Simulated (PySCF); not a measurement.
## ²⁹Si chemical shifts

How the numbers were obtained: σ from GIAO-PBE0/pcSseg-1, coordinates at the GFN2-xTB level, in PySCF 2.14 (no solvent, single conformer, relativity neglected, rapidly exchanging positions averaged).

Shieldings were converted by a linear fit to measured shifts: ²⁹Si: δ = 279.94 − 0.822σ (rms 8.9 ppm, 72 shifts, 25.8 ppm with the 6 outliers that the fit left out vs TMS, solution or neat liquid). Occasional misses reach two or three times the rms, and more in compound classes unlike the fitted ones.

Task: Give the ²⁹Si shifts of `C[SiH2]C[Si@@H](Cl)N([SiH3])[SiH3]`, `CC(=O)[Si@@H](O[SiH3])[Si@H](C)P`, `[SiH3][SiH2]c1ccncc1`.

Result: 
```tsv
compound	environment	δ (ppm)
[CH3:1][SiH2:2][CH2:3][Si@@H:4]([Cl:5])[N:6]([SiH3:7])[SiH3:8]	Si4: silicon bonded to C, Cl, N, H	-7.4
[CH3:1][SiH2:2][CH2:3][Si@@H:4]([Cl:5])[N:6]([SiH3:7])[SiH3:8]	Si2: silicon bonded to 2 C, 2 H	-45.3
[CH3:1][SiH2:2][CH2:3][Si@@H:4]([Cl:5])[N:6]([SiH3:7])[SiH3:8]	Si7/8: silicon bonded to N, 3 H (×2)	-47.2
[CH3:1][C:2](=[O:3])[Si@@H:4]([O:5][SiH3:6])[Si@H:7]([CH3:8])[PH2:9]	Si6: silicon bonded to O, 3 H	-40.1
[CH3:1][C:2](=[O:3])[Si@@H:4]([O:5][SiH3:6])[Si@H:7]([CH3:8])[PH2:9]	Si4: silicon bonded to C, O, Si, H	-41.9
[CH3:1][C:2](=[O:3])[Si@@H:4]([O:5][SiH3:6])[Si@H:7]([CH3:8])[PH2:9]	Si7: silicon bonded to C, P, Si, H	-54.3
[SiH3:1][SiH2:2][c:3]1[cH:4][cH:5][n:6][cH:7][cH:8]1	Si2: silicon bonded to C, Si, 2 H	-64.9
[SiH3:1][SiH2:2][c:3]1[cH:4][cH:5][n:6][cH:7][cH:8]1	Si1: silicon bonded to Si, 3 H	-101.1
```

Task: Match the shifts -7.5, -43.5, -53.9 ppm to `C[Si@@H](P)C#Cc1ccco1`, `N#C/C(CF)=N\[SiH3]`, `C[Si](C)(C)CS(=O)(=O)Cl`.

Result: -7.5: C[Si](C)(C)CS(=O)(=O)Cl (silicon bonded to 4 C); -43.5: C[Si@@H](P)C#Cc1ccco1 (silicon bonded to 2 C, P, H); -53.9: N#C/C(CF)=N\[SiH3] (silicon bonded to N, 3 H).
